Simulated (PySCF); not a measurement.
An unknown shows these calculated signals:

¹H NMR (600 MHz, computed): δ 8.53 (s, 1H), 5.33 (s, 2H), 5.08 (s, 3H).

¹³C{¹H} NMR (computed): δ 185.0 (C), 162.1 (CH), 61.4 (CH2).

PySCF calculation with NMR shieldings at PBE0/pcSseg-1/GIAO and GFN2-xTB geometry; one averaged value for each set of equivalent atoms, one computed conformer, no solvent model, non-relativistic.

Scale: ¹H and ¹³C against TMS (reference shieldings calculated alike).

Q: Which of these does the molecule contain: a heteroaromatic ring, a non-aromatic C=C double bond, a ketone, a Si–H bond, a CH3CH2 unit?

A: 
- A heteroaromatic ring: yes.
- A non-aromatic C=C double bond: no.
- A ketone: no.
- A Si–H bond: yes (δH 5.08 (s)).
- A CH3CH2 unit: no.

The data belong to SMILES [SiH3]OCc1ncno1, C3H6N2O2Si; they needn't prove each group on their own.

Carbon signals by region: 2 in the far downfield region (above 160 ppm), 1 at 50–100 ppm. Above 160 ppm: 185.0, substituted aromatic carbon next to the ring oxygen, 162.1, aromatic CH between two ring heteroatoms.

Shifts are as computed. Against solution values, carbons near 30 ppm lie about +3 ppm off and those near 130 ppm about +5 ppm. Of 1211 compounds with measured shifts, 218 miss one by over three times the rms of a fit or turn the order of signals round; such compounds aren't used in these exercises. Multiplicities follow the n + 1 count of equivalent neighbours, as no J values were calculated; m marks all less simple cases, F and P coupling included.
